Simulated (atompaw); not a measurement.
Which change was made? (Ce, PAW (atompaw))

- Element: cerium
- Generator: atompaw 4.2.0.5
- Type: PAW
- Functional: PBE
- Relativity: scalar-relativistic
- Frozen core: [Kr] 4d10 4f1
- Valence charge: 11
- Reference configuration: 5s2 5p6 5d1.5 6s1.5 6p0
- Partial waves: 5s (bound): rc 1.85 bohr; 6s (bound): rc 3.00 bohr; 5p (bound): rc 1.90 bohr; 6p (bound, empty): rc 3.00 bohr; 5d (bound): rc 2.85 bohr; 5d channel at 3.1 Ry: rc 3.00 bohr
- Local potential: ultrasoft scheme with l = 3 at 1 Ry, radius 2.80 bohr
- Core correction: smooth core density matched at 1.95 bohr
- Augmentation charge: gaussian compensation charge, radius 2.25 bohr; PAW radius 3.00 bohr; waves and projectors: custom rrkj vanderbiltortho

Cutoffs, loose and tight: the cutoffs (Ry, on a coarse ladder) from which the occupation-weighted sum of valence levels, in a spherical-Bessel basis at the reference potential, stays within 10 and 1 mRy of its value at 400 Ry. They see the waves, projectors and local potential, not the compensation charge or the core.

The base gives: outcome: generated, no UPF (negative core plus compensation charge); cutoff, loose: 21 Ry; cutoff, tight: 35 Ry; bound ghosts: none.

(1) After one change the result is: outcome: generated; cutoff, loose: 15 Ry; cutoff, tight: 21 Ry; bound ghosts: none. Which change was it?
A. all radii scaled by about 1.30 (s 2.40, p 2.46, d 3.70 bohr); local potential ultrasoft scheme with l = 3 at 1 Ry, radius 3.64 bohr; augmentation gaussian compensation charge, radius 2.92 bohr; PAW radius 3.90 bohr; waves and projectors: custom rrkj vanderbiltortho; core correction smooth core density matched at 2.52 bohr
B. all radii scaled by about 0.80 (s 1.48, p 1.52, d 2.28 bohr); local potential ultrasoft scheme with l = 3 at 1 Ry, radius 2.24 bohr; augmentation gaussian compensation charge, radius 1.80 bohr; PAW radius 2.40 bohr; waves and projectors: custom rrkj vanderbiltortho; core correction smooth core density matched at 1.56 bohr
C. all radii scaled by about 1.19 (s 2.20, p 2.26, d 3.40 bohr); local potential ultrasoft scheme with l = 3 at 1 Ry, radius 3.34 bohr; augmentation gaussian compensation charge, radius 2.68 bohr; PAW radius 3.58 bohr; waves and projectors: custom rrkj vanderbiltortho; core correction smooth core density matched at 2.32 bohr

## Answers

(1) A. The others give: all radii scaled by about 1.19 (s 2.20, p 2.26, d 3.40 bohr); local potential ultrasoft scheme with l = 3 at 1 Ry, radius 3.34 bohr; augmentation gaussian compensation charge, radius 2.68 bohr; PAW radius 3.58 bohr; waves and projectors: custom rrkj vanderbiltortho; core correction smooth core density matched at 2.32 bohr → outcome: generated, no UPF (negative core plus compensation charge); cutoff, loose: 15 Ry; cutoff, tight: 25 Ry; bound ghosts: none | all radii scaled by about 0.80 (s 1.48, p 1.52, d 2.28 bohr); local potential ultrasoft scheme with l = 3 at 1 Ry, radius 2.24 bohr; augmentation gaussian compensation charge, radius 1.80 bohr; PAW radius 2.40 bohr; waves and projectors: custom rrkj vanderbiltortho; core correction smooth core density matched at 1.56 bohr → outcome: generated, no UPF (negative core plus compensation charge); cutoff, loose: 30 Ry; cutoff, tight: 70 Ry; bound ghosts: none.
